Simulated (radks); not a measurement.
The numbers below are computed, except where a source is named.
Task: The mean radii <r> (bohr) of the occupied orbitals of an atom or ion are listed with their occupations. Level of theory: Dirac Kohn-Sham, LDA (Slater exchange, Perdew-Wang correlation), spin-unpolarised, spherical densities, point nucleus (a radial shooting solver on a logarithmic mesh with Libxc functionals).

| orbital | occ. | <r> |
|---|---|---|
| 1s1/2 | 2 | 0.02365 |
| 2s1/2 | 2 | 0.1005 |
| 2p1/2 | 2 | 0.08425 |
| 2p3/2 | 4 | 0.09066 |
| 3s1/2 | 2 | 0.2663 |
| 3p1/2 | 2 | 0.2558 |
| 3p3/2 | 4 | 0.2683 |
| 3d3/2 | 4 | 0.2395 |
| 3d5/2 | 6 | 0.2434 |
| 4s1/2 | 2 | 0.6077 |
| 4p1/2 | 2 | 0.6239 |
| 4p3/2 | 4 | 0.6526 |
| 4d3/2 | 4 | 0.7019 |
| 4d5/2 | 6 | 0.7122 |
| 5s1/2 | 2 | 1.470 |
| 5p1/2 | 2 | 1.654 |
| 5p3/2 | 4 | 1.742 |
| 4f5/2 | 1.71429 | 1.073 |
| 4f7/2 | 2.28571 | 1.089 |

Name the element and its charge. Open shells, if any, are shared by 2j + 1.

Result: Z = 60, neodymium, charge +2: Nd2+ in [Xe] 4f4. The 1s radius gives Z: for a bare nucleus <r> = (2 gamma + 1)/(2Z) with gamma = sqrt(1 - (Z/c)^2), 0.02332 bohr for Z = 60, and screening makes it slightly larger (0.02365 here). The occupations add up to 58, and the charge is Z minus that.
